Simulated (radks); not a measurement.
In I, configuration [Kr] 4d10 5s1 5p2 (not the ground configuration).

All-electron calculation, scalar-relativistic Kohn-Sham, SCAN, spin-polarised, spherical densities, finite nucleus; open shells are filled with parallel spins first (spin-orbit coupling, left out, can overturn this in heavy ions); meta-GGA in the generalised Kohn-Sham scheme; Fermi nuclear charge, rms radius 4.6156 fm. Program: a radial shooting solver on a logarithmic mesh with Libxc functionals.

Energy parts (eV):
| part | energy |
|---|---|
| total | -160072.581 |
| kinetic | 166844.270 |
| electron-nucleus | -386968.015 |
| Hartree | 64418.975 |
| exchange-correlation | -4367.810 |

Orbitals (lengths in bohr, moments of r in powers of bohr; r(max) is where P^2 peaks; r(90%) holds 90 % of the orbital's charge):
\begin{tabular}{lrrrrrr}
orbital & occ. & eigenvalue (eV) & r(max) & <1/r> & <r^2> & r(90%) \\ \hline
1s up & 1 & -27806.75 & 0.01922 & 51.85 & 0.001195 & 0.0534 \\
1s down & 1 & -27806.68 & 0.01922 & 51.85 & 0.001195 & 0.0534 \\
2s up & 1 & -4180.548 & 0.1085 & 11.83 & 0.01945 & 0.198 \\
2s down & 1 & -4180.539 & 0.1085 & 11.83 & 0.01945 & 0.198 \\
2p up & 3 & -3748.755 & 0.08696 & 11.38 & 0.01537 & 0.183 \\
2p down & 3 & -3748.720 & 0.08696 & 11.38 & 0.01537 & 0.183 \\
3s up & 1 & -800.8556 & 0.3150 & 4.195 & 0.1383 & 0.511 \\
3s down & 1 & -800.8169 & 0.3150 & 4.195 & 0.1383 & 0.511 \\
3p up & 3 & -658.1888 & 0.3086 & 3.988 & 0.1395 & 0.521 \\
3p down & 3 & -658.1353 & 0.3086 & 3.988 & 0.1395 & 0.521 \\
3d up & 5 & -437.6422 & 0.2587 & 3.753 & 0.1250 & 0.511 \\
3d down & 5 & -437.5874 & 0.2587 & 3.753 & 0.1250 & 0.511 \\
4s up & 1 & -124.3744 & 0.7715 & 1.624 & 0.8171 & 1.23 \\
4s down & 1 & -124.3088 & 0.7721 & 1.622 & 0.8178 & 1.23 \\
4p up & 3 & -81.7146 & 0.8170 & 1.471 & 0.9755 & 1.36 \\
4p down & 3 & -81.6647 & 0.8177 & 1.471 & 0.9715 & 1.36 \\
4d up & 5 & -20.4692 & 0.9304 & 1.133 & 1.703 & 1.88 \\
4d down & 5 & -20.0370 & 0.9290 & 1.150 & 1.612 & 1.82 \\
5s up & 1 & -10.3735 & 2.137 & 0.4963 & 7.595 & 3.84 \\
5p up & 2 & -3.9715 & 2.700 & 0.3764 & 13.14 & 5.13 \\
\end{tabular}

The highest occupied level is 5p up at -3.972 eV. The spin density at the nucleus is 31.23 e/bohr^3 (1s 0.07, 2s 0.17, 3s 0.17, 4s 1.06, 5s 29.76). The density falls to 0.001 e/bohr^3 at r = 4.79 bohr.

Empty levels of this run are not shown, since the potential may be unsettled where no density lies.
